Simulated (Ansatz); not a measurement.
diphosphane (H4P2), singlet, at a GFN2-xTB geometry; PBE0/def2-SVP run with Ansatz (a program for electronic structure).

Ansatz was given this input:
Ansatz 0.2 input:
```yaml
crystal:
  periodic: [false, false, false]
  atoms:
    - {symbol: P, position_ang: [-0.96539623, -0.47513455, -0.03279552]}
    - {symbol: P, position_ang: [0.96539623, 0.47513455, 0.03279552]}
    - {symbol: H, position_ang: [-1.49020664, 0.30760915, 0.99617880]}
    - {symbol: H, position_ang: [-1.46238425, 0.38946218, -1.00869367]}
    - {symbol: H, position_ang: [1.46238425, -0.38946218, 1.00869367]}
    - {symbol: H, position_ang: [1.49020664, -0.30760915, -0.99617880]}
basis:
  gaussian:
    orbitals: def2-SVP
hamiltonian:
  xc: pbe0
```

It wrote (shortened):

```
Functional definition: PBE0
529 factors; integrals over basis functions are off by at most 8.8e-4 eV
mean field evaluation 1: about -18628.9664 eV, gradient 8.1e0 eV
mean field evaluation 2: about -18629.1546 eV, gradient 4.3e0 eV
mean field evaluation 4: about -18629.2086 eV, gradient 6.9e-1 eV
mean field evaluation 8: about -18629.2817 eV, gradient 3.4e-3 eV
mean field -18629.28167027 eV, -684.6134740016 hartree, gradient 7.2e-6 eV, S^2 0.000000; 0 other end points of the search recorded, 0 dependent functions left out
reference -18629.28168838 eV, -684.6134746673 hartree; 17, 17 occupied and 39, 39 virtual orbitals, 529 factors
Total energy: -18629.28168838 eV, -684.6134746673 hartree
```
